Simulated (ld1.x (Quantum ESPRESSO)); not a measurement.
How hard is this H (Z = 1) TM potential?

ld1.x (Quantum ESPRESSO) 7.5 input, shortened:

```
&input
   title='H', zed=1., rel=1, dft='PBE', iswitch=3,
   config='1s1 2p-2'
 /
 &inputp
   pseudotype=2, tm=.true., lloc=0,
   nlcc=.false.
 /
2
2P  2  1  -2.00   0.50  1.20  1.20  0.0
1S  1  0   1.00   0.00  1.40  1.40  0.0
 &test
   configts(1)='1s1'
 /
```

The pseudo-atom Hamiltonian at the reference potential is diagonalised in spherical Bessel functions j_l(qr) that vanish at 20 bohr, with q² up to the cutoff. All-electron valence levels (Ry): 1s -0.4772.

Q: How do the lowest levels (Ry) of each channel move with the cutoff, and are there ghosts?

A:

| cutoff (Ry) | p #1 | s #1 | s #2 | d #1 | d #2 | f #1 | f #2 | Σ f·Δε (mRy) |
| --- | --- | --- | --- | --- | --- | --- | --- | --- |
| 8 | 0.0294 | -0.4280 | 0.0124 | 0.0773 | 0.1847 | 0.1194 | 0.2591 | 49.2 |
| 10 | 0.0294 | -0.4426 | 0.0117 | 0.0773 | 0.1847 | 0.1194 | 0.2591 | 34.7 |
| 15 | 0.0294 | -0.4617 | 0.0107 | 0.0773 | 0.1847 | 0.1194 | 0.2591 | 15.6 |
| 18 | 0.0294 | -0.4696 | 0.0103 | 0.0773 | 0.1847 | 0.1194 | 0.2591 | 7.6 |
| 21 | 0.0294 | -0.4728 | 0.0101 | 0.0773 | 0.1847 | 0.1194 | 0.2591 | 4.4 |
| 25 | 0.0294 | -0.4748 | 0.0101 | 0.0773 | 0.1847 | 0.1194 | 0.2591 | 2.4 |
| 35 | 0.0294 | -0.4769 | 0.0100 | 0.0773 | 0.1847 | 0.1194 | 0.2591 | 0.3 |
| 40 | 0.0294 | -0.4770 | 0.0100 | 0.0773 | 0.1847 | 0.1194 | 0.2591 | 0.2 |
| 400 | 0.0294 | -0.4772 | 0.0099 | 0.0773 | 0.1847 | 0.1194 | 0.2591 | 0.0 |

Result: no extra level below or beside the all-electron valence levels (p, s, d, f tested); 10 mRy is reached at 18 Ry and 1 mRy at 30 Ry.
